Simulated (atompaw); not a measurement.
What the settings do to the PAW (atompaw) potential of Zr (Z = 40)

Base potential:

zirconium (Zr), PAW, made with atompaw 4.2.0.5 (PBE, scalar-relativistic). Core [Ar] 3d10, reference 4s2 4p6 4d2 5s1.75 5p0.25. Waves: 4s (bound): rc 1.95 bohr; 5s (bound): rc 3.00 bohr; 4p (bound): rc 1.50 bohr; 5p (bound): rc 3.00 bohr; 4d (bound): rc 3.00 bohr; 4d channel at 0.1 Ry: rc 3.00 bohr. Local part: ultrasoft scheme with l = 3 at 0 Ry, radius 2.85 bohr. Core correction: smooth core density matched at 1.85 bohr. Augmentation charge: sinc compensation charge, radius 2.60 bohr; PAW radius 3.00 bohr; waves and projectors: custom rrkj gramschmidtortho.

Cutoffs, loose and tight: the cutoffs (Ry, on a coarse ladder) from which the occupation-weighted sum of valence levels, in a spherical-Bessel basis at the reference potential, stays within 10 and 1 mRy of its value at 400 Ry. They see the waves, projectors and local potential, not the compensation charge or the core. A dash means not determined.

A true bound ghost makes a file unfit for plane-wave use even where its test errors are small: the radial tests pick states by their node count and pass the ghost by.

| change | outcome | cutoff, loose | cutoff, tight | bound ghosts |
| --- | --- | --- | --- | --- |
| base | generated | 35 Ry | 55 Ry | none |
| augmentation sinc compensation charge, radius 2.60 bohr; PAW radius 3.00 bohr; waves and projectors: modrrkj vanderbiltortho | generated | 25 Ry | 40 Ry | none |
| augmentation besselshape compensation charge, radius 2.60 bohr; PAW radius 3.00 bohr; waves and projectors: custom rrkj gramschmidtortho | generated | 35 Ry | 55 Ry | none |
| local potential ultrasoft scheme with l = 3 at 0 Ry, radius 2.76 bohr | generated | 35 Ry | 55 Ry | none |
| augmentation sinc compensation charge, radius 2.50 bohr; PAW radius 3.00 bohr; waves and projectors: custom rrkj gramschmidtortho | generated | 35 Ry | 55 Ry | none |
| local potential bessel scheme, radius 2.85 bohr | generated | 35 Ry | 60 Ry | none |
| wave 4d channel at 0.1 Ry: rc 3.00 bohr becomes 4d channel at 10.42 Ry: rc 3.00 bohr | generated | 35 Ry | 55 Ry | none |
| all radii scaled by about 1.06 (s 2.06, p 1.58, d 3.18 bohr); local potential ultrasoft scheme with l = 3 at 0 Ry, radius 3.02 bohr; augmentation sinc compensation charge, radius 2.74 bohr; PAW radius 3.18 bohr; waves and projectors: custom rrkj gramschmidtortho; core correction smooth core density matched at 1.96 bohr | generated | 30 Ry | 55 Ry | none |

(1) What comes out with this change to the base: core [Kr], valence charge 4; reference 4d2 5s1 5p0; waves now 5s (bound): rc 2.85 bohr; 5s channel at 3.25 Ry: rc 2.85 bohr; 5p (bound): rc 3.00 bohr; 5p channel at 1.5 Ry: rc 3.00 bohr; 4d (bound): rc 3.00 bohr; 4d channel at 3.35 Ry: rc 3.00 bohr; local potential ultrasoft scheme with l = 3 at 0 Ry, radius 2.75 bohr; core correction smooth core density matched at 2.95 bohr; augmentation sinc compensation charge, radius 2.70 bohr; PAW radius 3.00 bohr; waves and projectors: custom rrkj gramschmidtortho?

Answers

(1) outcome: generated; cutoff, loose: 10 Ry; cutoff, tight: 12 Ry; bound ghosts: s.
